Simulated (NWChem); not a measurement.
Species: CsBr; SMILES [Br][Cs]

All runs: NWChem. All runs use the structure optimised with PBE0-D3(BJ)/def2-TZVP. def2 effective core potentials on Cs; no spin-orbit coupling. Vertical excitations in the gas phase.

Problem. What does the run give for LRC-wPBEh/def2-SVP, TDA? Quantities: lowest excitation, singlet (eV); oscillator strength of that lowest state; lowest state with f > 0.02, singlet (eV); oscillator strength of that bright state; orbital gap (eV).

Solution. 
```
Item                                      Result
----------------------------------------  ------
lowest excitation, singlet (eV)             4.05
oscillator strength of that lowest state   0.024
lowest state with f > 0.02, singlet (eV)    4.05
oscillator strength of that bright state   0.024
orbital gap (eV)                            6.94
```
